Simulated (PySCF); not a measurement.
**Ions at one geometry of [BiI2]+**

PySCF 2.14.0, RKS PBE0, Bi def2-SVP with ECP60, I def2-SVP with ECP28; non-relativistic Hamiltonian with scalar-relativistic core potentials where named; density fitting; no spin-orbit coupling; singlets restricted, open shells unrestricted. The geometry is relaxed for charge +1, singlet, vacuum:

```xyz
3

Bi    0.0000    0.0000   -0.9840
I     2.1377    0.0000    0.6955
I    -2.1377    0.0000    0.6955
```

Energies count from the relaxed state; an electron taken off or put on is at rest in vacuum. Charges and spins are Mulliken's.

| state | energy (eV) | spin squared | charge on Bi1 (e) | spin on Bi1 (e) | dipole about the centre of mass (D) |
| --- | --- | --- | --- | --- | --- |
| charge +1, singlet, vacuum | 0.00 | 0.00 | 0.78 | 0.00 | 2.30 |
| charge +2, doublet, vacuum | 14.41 | 0.77 | 0.98 | -0.14 | 0.74 |

What does the state charge 0, doublet, vacuum give?

energy (eV) -7.71, spin squared 0.75, charge on Bi1 (e) 0.37, spin on Bi1 (e) 0.91, dipole about the centre of mass (D) 2.46.

With an electron taken off (doublet) the charges change, summed by element, by Bi +0.20 e, I +0.80 e. The vertical ionisation energy is 14.41 eV, against −ε(HOMO) = 12.53 eV of the relaxed state. The level lies 1.9 eV too high, as is usual for semilocal functionals and global hybrids, which keep a self-interaction error.

With an electron put on (doublet) the charges change, summed by element, by Bi -0.40 e, I -0.60 e. The vertical electron affinity is 7.71 eV, against −ε(LUMO) = 9.47 eV of the relaxed state.

Open shells may have lower solutions than those found.
